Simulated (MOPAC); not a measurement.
Input file for MOPAC: PM3 on CH4N2 (a complex), monomers drawn apart or pushed together.

```
PM3 1SCF PRECISE CHARGE=0 THREADS=1
CH4N2

C      0.02467954 1    -0.04913245 1    -0.08080792 1
H      0.96421579 1     0.39517783 1     0.24492148 1
H     -0.07877942 1    -1.04060640 1     0.35789737 1
H     -0.80434320 1     0.57914786 1     0.24195607 1
H      0.01840399 1    -0.12948199 1    -1.16684915 1
N      0.05697554 1    -0.38047982 1     4.06115487 1
N     -0.20738449 1     0.67717807 1     4.02559100 1
```

The log:

```
*******************************************************************************
 **                                                                           **
 **                              MOPAC v23.2.5                                **
 **                                                                           **
 *******************************************************************************
 ** MOPAC's Digital Object Identifier: https://doi.org/10.5281/zenodo.6511958 **
 **                                                                           **
 ** Please cite the open-source release paper for use of this MOPAC version:  **
 ** J. E. Moussa and J. J. P. Stewart (2026)                                  **
 ** MOPAC: An open-source semiempirical molecular orbital program             **
 ** J. Open Source Softw., 11(119), 8025, https://doi.org/10.21105/joss.08025 **
 *******************************************************************************

                              PM3 CALCULATION RESULTS

 *******************************************************************************
 *  PM3        - The PM3 Hamiltonian to be used
 *
 *
 *
 *                 CHARGE ON SYSTEM = 0
 *
 *
 *
 *  PRECISE    - TIGHTER CRITERIA TO BE USED
 *  1SCF       - DO 1 SCF AND THEN STOP
 *  THREADS=1  - MULTI-THREADING NOT USED
 *  T=         - A TIME OF 172800.0 SECONDS REQUESTED
 *  DUMP=N     - RESTART FILE WRITTEN EVERY 7200.0 SECONDS REQUESTED
 *******************************************************************************
PM3 1SCF PRECISE CHARGE=0 THREADS=1
 CH4N2

   ATOM   CHEMICAL          X               Y               Z
  NUMBER   SYMBOL      (ANGSTROMS)     (ANGSTROMS)     (ANGSTROMS)

     1       C          0.02467954  *  -0.04913245  *  -0.08080792  *
     2       H          0.96421579  *   0.39517783  *   0.24492148  *
     3       H         -0.07877942  *  -1.04060640  *   0.35789737  *
     4       H         -0.80434320  *   0.57914786  *   0.24195607  *
     5       H          0.01840399  *  -0.12948199  *  -1.16684915  *
     6       N          0.05697554  *  -0.38047982  *   4.06115487  *
     7       N         -0.20738449  *   0.67717807  *   4.02559100  *



          CARTESIAN COORDINATES

    NO.       ATOM           X           Y           Z

     1         C          0.0247     -0.0491     -0.0808
     2         H          0.9642      0.3952      0.2449
     3         H         -0.0788     -1.0406      0.3579
     4         H         -0.8043      0.5791      0.2420
     5         H          0.0184     -0.1295     -1.1668
     6         N          0.0570     -0.3805      4.0612
     7         N         -0.2074      0.6772      4.0256

  H: (PM3): J. J. P. STEWART, J. COMP. CHEM. 10, 209 (1989).
  C: (PM3): J. J. P. STEWART, J. COMP. CHEM. 10, 209 (1989).
  N: (PM3): J. J. P. STEWART, J. COMP. CHEM. 10, 209 (1989).

           Empirical Formula: C H4 N2  =     7 atoms



      MOLECULAR POINT GROUP   :   C1


      RHF CALCULATION, NO. OF DOUBLY OCCUPIED LEVELS = 9


 -------------------------------------------------------------------------------
 PM3 1SCF PRECISE CHARGE=0 THREADS=1
 CH4N2



     1SCF WAS SPECIFIED, SO BFGS WAS NOT USED
     SCF FIELD WAS ACHIEVED


                              PM3 CALCULATION
                                                       MOPAC v23.2.5 Linux




          FINAL HEAT OF FORMATION =          4.79712 KCAL/MOL =      20.07117 KJ/MOL


          COSMO AREA              =        104.25 SQUARE ANGSTROMS
          COSMO VOLUME            =         81.37 CUBIC ANGSTROMS

          IONIZATION POTENTIAL    =         13.685535 EV
          HOMO LUMO ENERGIES (EV) =        -13.686  0.630
          NO. OF FILLED LEVELS    =          9
          MOLECULAR WEIGHT        =         44.0560         POINT GROUP:  C1

          MOLECULAR DIMENSIONS (Angstroms)

            Atom       Atom       Distance
            N     7    H     5     5.25957
            N     6    H     4     1.84052
            H     3    H     2     1.66562


          SCF CALCULATIONS        =          1





   ATOM   CHEMICAL          X               Y               Z
  NUMBER   SYMBOL      (ANGSTROMS)     (ANGSTROMS)     (ANGSTROMS)

     1       C          0.02467954  *  -0.04913245  *  -0.08080792  *
     2       H          0.96421579  *   0.39517783  *   0.24492148  *
     3       H         -0.07877942  *  -1.04060640  *   0.35789737  *
     4       H         -0.80434320  *   0.57914786  *   0.24195607  *
     5       H          0.01840399  *  -0.12948199  *  -1.16684915  *
     6       N          0.05697554  *  -0.38047982  *   4.06115487  *
     7       N         -0.20738449  *   0.67717807  *   4.02559100  *

                             CARTESIAN COORDINATES

   1    C        0.024679540    -0.049132450    -0.080807920
   2    H        0.964215790     0.395177830     0.244921480
   3    H       -0.078779420    -1.040606400     0.357897370
   4    H       -0.804343200     0.579147860     0.241956070
   5    H        0.018403990    -0.129481990    -1.166849150
   6    N        0.056975540    -0.380479820     4.061154870
   7    N       -0.207384490     0.677178070     4.025591000


           Empirical Formula: C H4 N2  =     7 atoms



      MOLECULAR POINT GROUP   :   C1


                  EIGENVALUES
 -32.65572 -29.90353 -15.57604 -15.57567 -15.26893 -13.80677 -13.69817 -13.69644
 -13.68553   0.63008   0.63035   4.17044   4.51700   4.52220   4.52989   6.43812


              NET ATOMIC CHARGES AND DIPOLE CONTRIBUTIONS

  ATOM NO.   TYPE          CHARGE      No. of ELECS.   s-Pop       p-Pop
    1          C          -0.113143        4.1131     1.11220     3.00095
    2          H           0.027321        0.9727     0.97268
    3          H           0.028266        0.9717     0.97173
    4          H           0.027764        0.9722     0.97224
    5          H           0.029720        0.9703     0.97028
    6          N           0.000013        5.0000     1.77576     3.22423
    7          N           0.000058        4.9999     1.77576     3.22419
 DIPOLE           X         Y         Z       TOTAL
 POINT-CHG.    -0.002    -0.004    -0.008     0.009
 HYBRID         0.001     0.001    -0.000     0.002
 SUM           -0.001    -0.002    -0.009     0.009


          ATOMIC ORBITAL ELECTRON POPULATIONS

     Atom    s        px        py        pz
    1  C   1.11220   0.99920   0.99949   1.00226
    2  H   0.97268
    3  H   0.97173
    4  H   0.97224
    5  H   0.97028
    6  N   1.77576   1.01318   1.21082   1.00023
    7  N   1.77576   1.01316   1.21081   1.00021

 **********************
 *                    *
 * JOB ENDED NORMALLY *
 *                    *
 **********************




 == MOPAC DONE ==
```

The run finished.

Cost: very roughly 0.020 core-seconds.
